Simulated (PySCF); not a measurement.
**Sulfur: a sound run and one with changed settings**

Sound run: S²⁺ [Ne] 3s2 3p2, S³⁺ [Ne] 3s2 3p1. All numbers are calculated (PySCF 2.14, the non-relativistic Hamiltonian (point nucleus), in pcseg-2 (5s4p2d1f, 34 functions)). In the sound run the correlated levels freeze [Ne]. The sound run starts from symmetry-adapted Hartree-Fock orbitals and uses a fine grid where one is needed.

Changed run: the spin-free X2C one-electron Hamiltonian (Gaussian nucleus). This setting is unsound on purpose.

| species | method | sound run (hartree) | changed run (hartree) | converged |
| --- | --- | --- | --- | --- |
| S²⁺ | UHF | -396.32740 | -397.29985 | yes |
| S²⁺ | M06-2X | -396.86675 | -397.84263 | yes |
| S²⁺ | PBE | -396.70690 | -397.68228 | yes |
| S²⁺ | MP2 | -396.39205 | -397.36449 | yes |
| S²⁺ | CCSD(T) | -396.41584 | -397.38818 | yes |
| S³⁺ | UHF | -395.07300 | -396.04463 | yes |
| S³⁺ | M06-2X | -395.59291 | -396.56803 | yes |
| S³⁺ | PBE | -395.42702 | -396.40168 | yes |
| S³⁺ | MP2 | -395.12082 | -396.09244 | yes |
| S³⁺ | CCSD(T) | -395.14210 | -396.11360 | yes |

Ionisation energy of S²⁺:

| method | sound run (eV) | changed run (eV) |
| --- | --- | --- |
| UHF | 34.134 | 34.156 |
| M06-2X | 34.663 | 34.684 |
| PBE | 34.827 | 34.847 |
| MP2 | 34.592 | 34.614 |
| SCS-MP2 | 34.502 | 34.524 |
| CCSD | 34.631 | 34.654 |
| CCSD(T) | 34.660 | 34.683 |

Most of the change in total energy is the relativistic energy itself. On top of that the contraction fixes the core shape for the Hamiltonian it was made with, so the changed run is not a good calculation with the other Hamiltonian either.

For comparison, NIST gives 34.86 ± 0.04 eV between the lowest levels.
